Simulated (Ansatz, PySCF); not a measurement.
Process, species as SMILES: BrCBr + 2 [H][H] (H2) -> 2 Br (HBr) + C (CH4)
Structures are relaxed separately at B3LYP-D3(BJ)/def2-TZVP in Ansatz (an electronic-structure program). Frequencies are from Ansatz or PySCF.
Geometry of the first species:
SMILES: BrCBr
```xyz
5

Br     1.6305     0.1050     0.0396
C     -0.0111    -0.9350     0.0072
Br    -1.6275     0.1430    -0.0415
H      0.0041    -1.5425    -0.8872
H     -0.0405    -1.5281     0.9108
```
Charge 0, spin multiplicity 1.

Property: energy of full hydrogenation (enthalpy at 298 K, with B3LYP-D3(BJ) rigid-rotor harmonic-oscillator terms), in eV. Correlated levels leave the core frozen unless marked. Spin-orbit coupling is left out. The frozen core is the preceding noble-gas configuration, with the filled d and f shells of earlier blocks. No relativistic terms. CBS(X,Y): correlation extrapolated as X^-3; Hartree-Fock from the larger set.

CCSD(T)/CBS(cc-pVTZ,cc-pVQZ) (Ansatz) gives -1.60 eV.

Question: Another calculation gave -1.82 eV. Which level was it?
(A) BLYP/def2-TZVPD (Ansatz)
(B) B3LYP/def2-TZVPD (Ansatz)
(C) BHLYP/def2-TZVPD (Ansatz)

Answer: C, BHLYP/def2-TZVPD (Ansatz). The others give -1.57 (BLYP), -1.68 (B3LYP) eV.
